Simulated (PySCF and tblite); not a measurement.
The numbers below are computed, except where a source is named.
C5H6O2, numbered as in [CH3:1][O:2][c:3]1[cH:4][cH:5][o:6][cH:7]1.

Conformers came from 60 starts (ETKDG and KDG, MMFF94s, GFN2-xTB); geometries are PBE0-D3(BJ)/def2-SVP. Energies: PBE0-D3(BJ)/pcSseg-1 (IEF-PCM, chloroform), with GFN2-xTB thermal terms (modes under about 100 cm⁻¹ blended into free rotors). Symmetry numbers and mirror images are counted. Conformers within 3 kcal/mol (GFN2-xTB free energy) were kept, 2 at most. GIAO shieldings: PBE0/pcSseg-1 (IEF-PCM, chloroform). Shifts are against TMS (¹H), TMS (¹³C) at the same level. Codes: tblite and PySCF.

Torsions listed: C1–O2–C3–C4.

```tsv
conformer	shape	symmetry	E(GFN2, own minimum) kcal/mol	E(DFT) kcal/mol
1	179°	Cs	0.00	0.00
2	0°	Cs	0.86	1.43
```

Task: How much do the weights at 298.15 K and the averaged shift of C4 depend on how the conformers are weighted?

Result: 
```csv
weighting,1 (%),2 (%),δ (ppm),rms dipole (D)
"DFT energy with thermal terms, symmetry and mirror images (full scheme)",91,9,109.1,1.40
DFT energy with symmetry and mirror images,92,8,109.1,1.39
bare DFT energy,92,8,109.1,1.39
GFN2-xTB energy with symmetry and mirror images,81,19,108.6,1.55
GFN2-xTB free energy,80,20,108.6,1.57
leading conformer alone,100,0,109.5,1.25
equal weights,50,50,107.1,1.94
```

The largest departure from the full scheme, 2.0 ppm, comes with: equal weights.
